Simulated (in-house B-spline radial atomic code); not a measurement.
**Ionising Rb⁸⁺ with different functionals**

Computed with a radial B-spline atomic code at the basis-set limit: four-component Dirac-Coulomb Hamiltonian, Fermi nucleus of rms radius 4.2036 fm, spin-restricted, spherical fractional occupations for the functionals, and exact exchange of hybrids averaged over the configuration. The ionisation energy is the difference of two self-consistent energies, [Ar] 3d10 4s1 → [Ar] 3d10, without Breit or QED terms; ε is the level of the shell that loses the electron (mean over j).

```csv
method,rung,ΔSCF (eV),-ε(4s) (eV)
B97-1,global hybrid,?,?
PBE0,global hybrid,151.31,144.73
BHandHLYP,global hybrid,151.55,147.01
wB97X,range-separated hybrid,?,?
```

Problem. What does B97-1 give?

Solution. ΔSCF 151.19 eV, and -ε(4s) = 144.29 eV.

Problem. What does wB97X give?

Solution. ΔSCF 149.16 eV, and -ε(4s) = 147.07 eV.

Problem. How do they compare with the NIST value?

Solution. NIST lists 150.63 eV ± 0.025 (measured, ground level to ground level). Errors run from -1.47 to +0.92 eV; B97-1 is closest (+0.56 eV), but part of that can be cancellation, since the calculations leave out Breit-QED terms, spin polarisation.
